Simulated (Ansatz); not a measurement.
Input for Ansatz (a first-principles code): R-PBE0/def2-TZVPP on H2OTi (SMILES [O]=[TiH2]).

Ansatz 0.2 input:
```yaml
crystal:
  periodic: [false, false, false]
  atoms:
    - {symbol: Ti, position_ang: [-0.00000000, -0.00000000, -0.02487557]}
    - {symbol: O, position_ang: [0.00000000, 0.00000000, 1.57385582]}
    - {symbol: H, position_ang: [1.57438893, 0.00000000, -0.77449013]}
    - {symbol: H, position_ang: [-1.57438893, 0.00000000, -0.77449013]}
basis:
  gaussian:
    orbitals: def2-TZVPP
hamiltonian:
  xc: {name: PBE0}
scf: {lower_state_search: off}
```

Question: What total energy does the run end on?

Answer: -925.6060 hartree.
